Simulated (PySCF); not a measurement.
PySCF input file for Si(Cl)(OMe) (CH₃ClOSi), SMILES O([Si]Cl)C (connectivity only; charge and spin as stated), neutral, multiplicity 1, ωB97X-D3(BJ)/def2-SVP. The structure is a stationary point at ωB97X-D3(BJ)/def2-SVP. The values are those of a single conformer.

```python
import numpy as np
from pyscf import gto, scf, dft, df
from pyscf.hessian import thermo

mol = gto.M(
    atom='''
    Si    1.11301387   -0.19808379   -0.00000000
    Cl   -0.60045527   -1.44746631    0.00000000
    O     0.43726592    1.30106235   -0.00000000
    C    -0.87245429    1.83490373    0.00000000
    H    -1.62913931    1.03504761   -0.00000000
    H    -1.00435846    2.46356578    0.89420070
    H    -1.00435847    2.46356578   -0.89420070
    ''',
    basis='def2-SVP',
    charge=0,
    spin=0,
    max_memory=1600,
    verbose=3,
)
mf = dft.RKS(mol, xc='wb97x-d3bj').density_fit(auxbasis='def2-universal-jkfit')
mf.grids.level = 3
mf.conv_tol = 1e-11
mf.max_cycle = 100
mf.kernel()

# [left out here: the lines that compute and print the analytic Hessian (its translational invariance restored by hand, since the grid's response is missing), thermochemistry and intensities]
```

It prints:

```
converged SCF energy = -864.612219941148

WARN: DFTD3 does not support analytical Hessian, using finite difference


WARN: Mole.unit (angstrom) is changed to Bohr

Mode                                 0                   1                   2
Irrep
Freq [cm^-1]                       62.8523            189.8525            190.7144
Reduced mass [au]                   1.0317              5.2480              4.5604
Force const [Dyne/A]                0.0024              0.1114              0.0977
Char temp [K]                      90.4305            273.1554            274.3956
Normal mode                   x     y     z       x     y     z       x     y     z
       0  Si                -0.00  0.00  0.01   -0.00  0.00 -0.08    0.05 -0.01 -0.00
       1  Cl                 0.00 -0.00 -0.02    0.00 -0.00  0.02   -0.03  0.10  0.00
       2   O                -0.00 -0.00  0.01   -0.00  0.00  0.19    0.02 -0.02  0.00
       3   C                 0.00  0.00  0.01    0.00  0.00 -0.09   -0.04 -0.18 -0.00
       4   H                -0.00  0.00  0.57   -0.00  0.00 -0.15    0.05 -0.26 -0.00
       5   H                 0.20  0.45 -0.28   -0.16  0.08 -0.17   -0.12 -0.19  0.00
       6   H                -0.20 -0.45 -0.28    0.16 -0.08 -0.17   -0.12 -0.19 -0.00
Mode                                 3                   4                   5
Irrep
Freq [cm^-1]                      356.9947            510.5805            761.6516
Reduced mass [au]                   6.8541             26.4140              7.2081
Force const [Dyne/A]                0.5147              4.0571              2.4637
Char temp [K]                     513.6358            734.6117           1095.8470
Normal mode                   x     y     z       x     y     z       x     y     z
       0  Si                 0.04 -0.05  0.00   -0.13 -0.07 -0.00   -0.06  0.11 -0.00
       1  Cl                 0.03  0.06 -0.00    0.09  0.05  0.00    0.00  0.00  0.00
       2   O                -0.12 -0.14 -0.00    0.03  0.03  0.00   -0.03 -0.12 -0.00
       3   C                -0.03  0.07  0.00    0.02 -0.02 -0.00    0.12 -0.08  0.00
       4   H                -0.17  0.20 -0.00    0.03 -0.03  0.00    0.06 -0.01 -0.00
       5   H                 0.08  0.10 -0.00   -0.02 -0.02 -0.00    0.19 -0.06 -0.00
       6   H                 0.08  0.10  0.00   -0.02 -0.02  0.00    0.19 -0.06  0.00
Mode                                 6                   7                   8
Irrep
Freq [cm^-1]                     1175.9383           1186.0061           1220.7719
Reduced mass [au]                   1.9101              1.2756              3.0751
Force const [Dyne/A]                1.5562              1.0571              2.7001
Char temp [K]                    1691.9134           1706.3987           1756.4189
Normal mode                   x     y     z       x     y     z       x     y     z
       0  Si                -0.01  0.02  0.00   -0.00  0.00 -0.00   -0.02  0.03  0.00
       1  Cl                 0.00 -0.00 -0.00    0.00 -0.00  0.00    0.00  0.00 -0.00
       2   O                 0.12 -0.03 -0.00    0.00 -0.00  0.05    0.11 -0.13  0.00
       3   C                -0.14 -0.05  0.00   -0.00 -0.00 -0.12   -0.09  0.12 -0.00
       4   H                -0.47  0.27 -0.00   -0.00  0.00  0.29    0.27 -0.21  0.00
       5   H                 0.29  0.09 -0.05    0.48 -0.29  0.15   -0.26 -0.05  0.09
       6   H                 0.29  0.09  0.05   -0.48  0.29  0.15   -0.26 -0.05 -0.09
Mode                                 9                  10                  11
Irrep
Freq [cm^-1]                     1475.1929           1483.4449           1488.0441
Reduced mass [au]                   1.1432              1.0398              1.0426
Force const [Dyne/A]                1.4658              1.3482              1.3602
Char temp [K]                    2122.4742           2134.3470           2140.9642
Normal mode                   x     y     z       x     y     z       x     y     z
       0  Si                 0.00 -0.01  0.00   -0.00  0.00  0.00   -0.00  0.00 -0.00
       1  Cl                 0.00  0.00  0.00    0.00  0.00 -0.00    0.00  0.00  0.00
       2   O                -0.03  0.02  0.00    0.00 -0.02 -0.00    0.00 -0.00  0.01
       3   C                -0.08  0.04  0.00   -0.02 -0.05 -0.00    0.00 -0.00  0.05
       4   H                 0.40 -0.41 -0.00    0.26 -0.28  0.00    0.00 -0.00 -0.70
       5   H                 0.49 -0.09  0.16   -0.00  0.51 -0.38    0.43  0.21 -0.05
       6   H                 0.49 -0.09 -0.16   -0.00  0.51  0.38   -0.43 -0.21 -0.05
Mode                                12                  13                  14
Irrep
Freq [cm^-1]                     3065.1812           3167.2859           3173.7220
Reduced mass [au]                   1.0308              1.1087              1.1089
Force const [Dyne/A]                5.7061              6.5530              6.5806
Char temp [K]                    4410.1133           4557.0192           4566.2793
Normal mode                   x     y     z       x     y     z       x     y     z
       0  Si                 0.00 -0.00 -0.00    0.00  0.00  0.00   -0.00  0.00  0.00
       1  Cl                 0.00 -0.00  0.00   -0.00  0.00 -0.00    0.00 -0.00 -0.00
       2   O                -0.00  0.00 -0.00   -0.00 -0.00 -0.00    0.00  0.00 -0.00
       3   C                -0.04  0.02  0.00    0.00  0.00  0.09   -0.04 -0.08  0.00
       4   H                 0.39  0.42  0.00   -0.00 -0.00  0.01    0.52  0.57  0.00
       5   H                 0.06 -0.32 -0.46    0.07 -0.39 -0.54   -0.04  0.21  0.32
       6   H                 0.06 -0.32  0.46   -0.07  0.39 -0.54   -0.04  0.21 -0.32
temperature 298.1500 [K]
pressure 101325.00 [Pa]
Rotational constants [GHz] 7.73855 3.20163 2.29787
Symmetry number 1
Zero-point energy (ZPE) 0.04444 [Eh]   116685.147 [J/mol]
                           tot       elec      trans        rot        vib
Entropy [J/mol/K]       320.823      0.000    165.484    109.359     45.980
Cv [J/mol/K]             66.986      0.000     12.472     12.472     42.043
Cp [J/mol/K]             75.301      0.000     20.786     12.472     42.043
Internal energy [J/mol]                      3718.434   3718.434 123742.906
Internal energy [Eh]   -864.56226  -864.61222
Enthalpy [J/mol]                             6197.391   3718.434 123742.906
Enthalpy [Eh]          -864.56131
Gibbs free energy [J/mol]                  -43141.560 -28887.024 110034.005
Gibbs free energy [Eh] -864.59774
mode   freq/cm-1   IR/(km/mol)
   1       62.85         0.007
   2      189.85        10.963
   3      190.71         7.349
   4      356.99         2.177
   5      510.58       154.888
   6      761.65        71.462
   7     1175.94       135.620
   8     1186.01         2.890
   9     1220.77       212.173
  10     1475.19         2.028
  11     1483.44         7.505
  12     1488.04         4.242
  13     3065.18        48.143
  14     3167.29        19.517
  15     3173.72        11.116
max |gradient| / (hartree/bohr): 3.288914483738669e-05
APT charges: [ 1.1338 -0.615  -0.9965  0.5316  0.0015 -0.0279 -0.0279]
```

The run converged.

Cost: roughly 100 core-seconds.
